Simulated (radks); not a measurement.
The numbers below are computed, except where a source is named.
Initial-state core-level shifts of the chlorine ion Cl2+ when its valence configuration changes from [Ne] 3s2 3p3. Level of theory: Dirac Kohn-Sham, PBEsol, spin-unpolarised, spherical densities, finite nucleus; open shells are shared between the two j in proportion to 2j + 1; Fermi nuclear charge, rms radius 3.3654 fm (a radial shooting solver on a logarithmic mesh with Libxc functionals). Shifts are changes of the shell-averaged eigenvalues in eV (positive: less bound); the change of the density at the nucleus, which sets a Mossbauer isomer shift, is in e/bohr^3, on a base of 3586.

valence	1s	2s	2p	density at nucleus
3s1 3p4	-1.187	-1.211	-1.185	-14.9799
3s0.5 3p4.5	-1.762	-1.801	-1.762	-22.5819
3s1.5 3p3.5	-0.599	-0.610	-0.598	-7.4520
3p5	-2.326	-2.383	-2.330	-30.2559
